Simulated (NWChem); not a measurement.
System: CH₃AlBrF; SMILES [Al]([CH3])([Br])[F]

NWChem input:

```
start job
memory heap 200 mb stack 900 mb global 1100 mb
geometry units angstroms noautoz
  Al     0.056773     0.921928    -0.040026
  F      1.544109     1.564845    -0.416234
  Br     0.030860    -1.283228     0.395217
  C     -1.510233     2.049175     0.003069
  H     -2.418888     1.491908     0.273968
  H     -1.670696     2.518065    -0.981608
  H     -1.373595     2.866723     0.729730
end
basis spherical
  * library def2-svp
end
dft
  xc xcamb88 1.00 lyp 0.81 vwn_5 0.19 hfexch 1.00
  cam 0.33 cam_alpha 0.19 cam_beta 0.46
  iterations 150
  vectors input atomic output neutral.movecs
end
task dft energy
charge 1
dft
  odft
  mult 2
  vectors input atomic output cation.movecs
end
task dft energy
```

Output (shortened):

```
             Northwest Computational Chemistry Package (NWChem) 7.3.0
             --------------------------------------------------------

 C1  symmetry detected

                             Geometry "geometry" -> ""
                             -------------------------

 Output coordinates in angstroms (scale by  1.889725989 to convert to a.u.)

  No.       Tag          Charge          X              Y              Z
 ---- ---------------- ---------- -------------- -------------- --------------
    1 Al                  13.0000     0.04490800     0.93528192     0.00018496
    2 F                    9.0000     1.55667121     1.62926680    -0.00007677
    3 Br                  35.0000     0.00502841    -1.31221236    -0.00000507
    4 C                    6.0000    -1.53659040     2.04294321    -0.00001245
    5 H                    1.0000    -2.46262093     1.44966673     0.00877237
    6 H                    1.0000    -1.54817567     2.69212066    -0.89087126
    7 H                    1.0000    -1.53950013     2.70591983     0.88063755

 Effective nuclear repulsion energy (a.u.)     290.1695786674

                                 NWChem DFT Module
                                 -----------------

 Summary of "ao basis" -> "ao basis" (spherical)
 ------------------------------------------------------------------------------
       Tag                 Description            Shells   Functions and Types
 ---------------- ------------------------------  ------  ---------------------
 Al                         def2-svp                 8       18   4s3p1d
 F                          def2-svp                 6       14   3s2p1d
 Br                         def2-svp                12       32   5s4p3d
 C                          def2-svp                 6       14   3s2p1d
 H                          def2-svp                 3        5   2s1p

            General Information
            -------------------
          SCF calculation type: DFT
          Wavefunction type:  closed shell.
          No. of atoms     :     7
          No. of electrons :    66
           Alpha electrons :    33
            Beta electrons :    33
          Charge           :     0
          Spin multiplicity:     1
          Use of symmetry is: off; symmetry adaption is: off
          Maximum number of iterations: 150
          AO basis - number of functions:    93
                     number of shells:    41
          Convergence on energy requested:  1.00D-06
          Convergence on density requested:  1.00D-05
          Convergence on gradient requested:  5.00D-04

              XC Information
              --------------
                     Hartree-Fock (Exact) Exchange  1.000
                   CAM-Becke88 Exchange Functional  1.000
                      VWN V Correlation Functional  0.190 local
              Lee-Yang-Parr Correlation Functional  0.810

           Range-Separation Parameters
           ---------------------------
           Alpha           :  0.19
           Beta            :  0.46
           Gamma           :  0.33
           Short-Range HF  :     F

             Grid Information
             ----------------
          Grid used for XC integration:  medium
          Radial quadrature: Mura-Knowles
          Angular quadrature: Lebedev.
          Tag              B.-S. Rad. Rad. Pts. Rad. Cut. Ang. Pts.
          ---              ---------- --------- --------- ---------
          Al                  1.25       88           8.0       590
          F                   0.50       49          11.0       434
          Br                  1.15      112          11.0       590
          C                   0.70       49          10.0       434
          H                   0.35       45          11.0       434
          Grid pruning is: on
          Number of quadrature shells:   433
          Spatial weights used:  Erf1

      Superposition of Atomic Density Guess
      -------------------------------------

 Sum of atomic energies:       -2952.29238466

      Non-variational initial energy
      ------------------------------

 Total energy =   -2953.293346
 1-e energy   =   -4687.364458
 2-e energy   =    1443.901533
 HOMO         =      -0.384213
 LUMO         =      -0.009163

   convergence    iter        energy       DeltaE   RMS-Dens  Diis-err
 ---------------- ----- ----------------- --------- --------- ---------
 d= 0,ls=0.0,diis     1  -2956.0031941407 -3.25D+03  1.18D-02  7.05D-01
 d= 0,ls=0.0,diis     2  -2956.0032922250 -9.81D-05  5.52D-03  9.30D-01
 d= 0,ls=0.0,diis     3  -2956.0757406459 -7.24D-02  9.51D-04  1.49D-02
 d= 0,ls=0.0,diis     4  -2956.0768568617 -1.12D-03  3.17D-04  2.09D-03
 d= 0,ls=0.0,diis     5  -2956.0770366628 -1.80D-04  6.56D-05  2.72D-05
  Resetting Diis
 d= 0,ls=0.0,diis     6  -2956.0770404026 -3.74D-06  1.91D-05  2.04D-06
 d= 0,ls=0.0,diis     7  -2956.0770407380 -3.35D-07  6.96D-06  1.74D-07

         Total DFT energy =    -2956.077040737966
      One electron energy =    -4690.646829761344
           Coulomb energy =     1571.566818750585
    Exchange-Corr. energy =     -127.166608394613
 Nuclear repulsion energy =      290.169578667405

 Numeric. integr. density =       65.999996895074

                       DFT Final Molecular Orbital Analysis
                       ------------------------------------

 Vector   31  Occ=2.000000D+00  E=-3.828692D-01
              MO Center= -6.3D-01,  6.8D-01,  6.0D-05, r^2= 4.2D+00
   Bfn.  Coefficient  Atom+Function         Bfn.  Coefficient  Atom+Function
  ----- ------------  ---------------      ----- ------------  ---------------
    48      0.296825  3 Br py                68     -0.294614  4 C  px
    45      0.282011  3 Br py                69      0.214075  4 C  py
    42     -0.187052  3 Br py                71     -0.187777  4 C  px
    47      0.182567  3 Br px                44      0.166179  3 Br px
     9     -0.154826  1 Al py                23     -0.147090  2 F  py

 Vector   32  Occ=2.000000D+00  E=-3.683188D-01
              MO Center=  1.4D-02, -1.2D+00, -1.0D-05, r^2= 1.7D+00
   Bfn.  Coefficient  Atom+Function         Bfn.  Coefficient  Atom+Function
  ----- ------------  ---------------      ----- ------------  ---------------
    49      0.581410  3 Br pz                46      0.517459  3 Br pz
    43     -0.345171  3 Br pz                40      0.112215  3 Br pz
    13      0.075577  1 Al pz                24      0.067164  2 F  pz
    10      0.063867  1 Al pz                15     -0.052859  1 Al d -1
    27     -0.053053  2 F  pz                 7     -0.038951  1 Al pz

 Vector   33  Occ=2.000000D+00  E=-3.588226D-01
              MO Center= -1.0D-01, -8.8D-01,  5.4D-05, r^2= 2.7D+00
   Bfn.  Coefficient  Atom+Function         Bfn.  Coefficient  Atom+Function
  ----- ------------  ---------------      ----- ------------  ---------------
    47      0.551113  3 Br px                44      0.498978  3 Br px
    41     -0.330756  3 Br px                69     -0.124515  4 C  py
    38      0.107478  3 Br px                68      0.105811  4 C  px
    67      0.100064  4 C  s                 72     -0.089711  4 C  py
    48     -0.084243  3 Br py                45     -0.077762  3 Br py

 Vector   34  Occ=0.000000D+00  E= 1.311426D-02
              MO Center=  1.4D-02,  8.2D-01,  1.4D-02, r^2= 4.1D+00
   Bfn.  Coefficient  Atom+Function         Bfn.  Coefficient  Atom+Function
  ----- ------------  ---------------      ----- ------------  ---------------
    13      0.835790  1 Al pz                10      0.342544  1 Al pz
    49     -0.290589  3 Br pz                85      0.197379  6 H  s
    90     -0.193115  7 H  s                  7     -0.185644  1 Al pz
    24      0.176428  2 F  pz                27     -0.174207  2 F  pz
    46     -0.158745  3 Br pz                84      0.108755  6 H  s

 Vector   35  Occ=0.000000D+00  E= 1.827871D-02
              MO Center= -9.2D-02,  9.3D-01, -1.5D-02, r^2= 5.4D+00
   Bfn.  Coefficient  Atom+Function         Bfn.  Coefficient  Atom+Function
  ----- ------------  ---------------      ----- ------------  ---------------
     4      1.407615  1 Al s                 67     -0.930481  4 C  s
    48     -0.394693  3 Br py                37     -0.366461  3 Br s
    85      0.234672  6 H  s                 90      0.235144  7 H  s
    21     -0.232258  2 F  s                 36     -0.214066  3 Br s
    71     -0.203384  4 C  px                 2      0.184623  1 Al s

 Vector   36  Occ=0.000000D+00  E= 1.077803D-01
              MO Center= -4.6D-01,  1.1D+00, -5.2D-04, r^2= 6.3D+00
   Bfn.  Coefficient  Atom+Function         Bfn.  Coefficient  Atom+Function
  ----- ------------  ---------------      ----- ------------  ---------------
    67      1.564796  4 C  s                 11      1.078365  1 Al px
    90     -0.650711  7 H  s                 85     -0.646799  6 H  s
    21     -0.395992  2 F  s                 47     -0.280691  3 Br px
    12      0.259206  1 Al py                80     -0.253748  5 H  s
     3      0.227516  1 Al s                  4     -0.227229  1 Al s

     Multipole analysis of the density
     ---------------------------------

     L   x y z        total         alpha         beta         nuclear
     -   - - -        -----         -----         ----         -------
     0   0 0 0     -0.000000    -33.000000    -33.000000     66.000000

     1   1 0 0     -0.729190     -0.364595     -0.364595      0.000000
     1   0 1 0      0.425497      0.212749      0.212749     -0.000000
     1   0 0 1     -0.000032     -0.000016     -0.000016     -0.000000

     2   2 0 0    -33.992349   -100.620146   -100.620146    167.247943
     2   1 1 0     -2.503921     12.313525     12.313525    -27.130971
     2   1 0 1      0.001541     -0.001063     -0.001063      0.003667
     2   0 2 0    -32.288573   -261.193698   -261.193698    490.098823
     2   0 1 1     -0.000614      0.002332      0.002332     -0.005277
     2   0 0 2    -28.781930    -17.192914    -17.192914      5.603898

                                 NWChem DFT Module
                                 -----------------

            General Information
            -------------------
          SCF calculation type: DFT
          Wavefunction type:  spin polarized.
          No. of atoms     :     7
          No. of electrons :    65
           Alpha electrons :    33
            Beta electrons :    32
          Charge           :     1
          Spin multiplicity:     2
          Use of symmetry is: off; symmetry adaption is: off
          Maximum number of iterations: 150
          This is a Direct SCF calculation.
          AO basis - number of functions:    93
                     number of shells:    41
          Convergence on energy requested:  1.00D-06
          Convergence on density requested:  1.00D-05
          Convergence on gradient requested:  5.00D-04

              XC Information
              --------------
                     Hartree-Fock (Exact) Exchange  1.000
                   CAM-Becke88 Exchange Functional  1.000
                      VWN V Correlation Functional  0.190 local
              Lee-Yang-Parr Correlation Functional  0.810

           Range-Separation Parameters
           ---------------------------
           Alpha           :  0.19
           Beta            :  0.46
           Gamma           :  0.33
           Short-Range HF  :     F

             Grid Information
             ----------------
          Grid used for XC integration:  medium
          Radial quadrature: Mura-Knowles
          Angular quadrature: Lebedev.
          Tag              B.-S. Rad. Rad. Pts. Rad. Cut. Ang. Pts.
          ---              ---------- --------- --------- ---------
          Al                  1.25       88           8.0       590
          F                   0.50       49          11.0       434
          Br                  1.15      112          11.0       590
          C                   0.70       49          10.0       434
          H                   0.35       45          11.0       434
          Grid pruning is: on
          Number of quadrature shells:   433
          Spatial weights used:  Erf1

      Superposition of Atomic Density Guess
      -------------------------------------

 Sum of atomic energies:       -2952.29238466

 Renormalizing density from      66.00 to     65

      Non-variational initial energy
      ------------------------------

 Total energy =   -2925.695790
 1-e energy   =   -4616.343784
 2-e energy   =    1400.478416
 HOMO         =      -0.647727
 LUMO         =      -0.273554

   convergence    iter        energy       DeltaE   RMS-Dens  Diis-err
 ---------------- ----- ----------------- --------- --------- ---------
 d= 0,ls=0.0,diis     1  -2955.2862958433 -3.25D+03  1.37D-02  1.61D+00
                                                     1.68D-02  1.60D+00
 d= 0,ls=0.0,diis     2  -2954.9624166620  3.24D-01  9.54D-03  2.23D+00
                                                     1.35D-02  2.12D+00
 d= 0,ls=0.0,diis     3  -2955.5958936807 -6.33D-01  2.36D-03  1.03D-01
                                                     5.55D-03  8.94D-02
 d= 0,ls=0.0,diis     4  -2955.6625151151 -6.66D-02  9.61D-04  1.29D-02
                                                     1.13D-03  1.21D-02
 d= 0,ls=0.0,diis     5  -2955.6700020857 -7.49D-03  2.96D-04  2.83D-03
                                                     6.74D-04  2.91D-03
  Resetting Diis
 d= 0,ls=0.0,diis     6  -2955.6714217626 -1.42D-03  4.02D-04  1.06D-03
                                                     5.33D-04  8.09D-04
 d= 0,ls=0.0,diis     7  -2955.6724752888 -1.05D-03  3.18D-04  2.94D-04
                                                     2.71D-04  1.87D-04
 d= 0,ls=0.0,diis     8  -2955.6727228836 -2.48D-04  7.85D-05  1.23D-04
                                                     2.95D-04  2.14D-04
 d= 0,ls=0.0,diis     9  -2955.6729374094 -2.15D-04  2.95D-04  1.07D-04
                                                     5.05D-04  6.47D-05
 d= 0,ls=0.0,diis    10  -2955.6732356720 -2.98D-04  1.41D-04  2.80D-05
                                                     2.58D-04  1.71D-05
 d= 0,ls=0.0,diis    11  -2955.6733229958 -8.73D-05  1.25D-04  6.02D-06
                                                     3.03D-04  6.37D-06
 d= 0,ls=0.0,diis    12  -2955.6733826066 -5.96D-05  5.04D-05  2.19D-06
                                                     1.34D-04  2.39D-06
 d= 0,ls=0.0,diis    13  -2955.6733951309 -1.25D-05  2.83D-05  3.81D-07
                                                     7.63D-05  7.28D-07
 d= 0,ls=0.0,diis    14  -2955.6733985421 -3.41D-06  6.69D-06  7.78D-08
                                                     3.62D-05  1.07D-07
 d= 0,ls=0.0,diis    15  -2955.6733992881 -7.46D-07  2.22D-06  5.90D-09
                                                     1.08D-05  6.97D-09
 d= 0,ls=0.0,diis    16  -2955.6733993371 -4.90D-08  1.44D-06  1.06D-09
                                                     3.39D-06  1.74D-09

         Total DFT energy =    -2955.673399337090
      One electron energy =    -4673.685643875076
           Coulomb energy =     1554.655286417133
    Exchange-Corr. energy =     -126.812620546551
 Nuclear repulsion energy =      290.169578667405

 Numeric. integr. density =       64.999997074936

                    DFT Final Alpha Molecular Orbital Analysis
                    ------------------------------------------

[...]
```

Level: CAM-B3LYP/def2-SVP, vertical spin-unrestricted ions. The geometry was optimised at PBE0/def2-SVP.
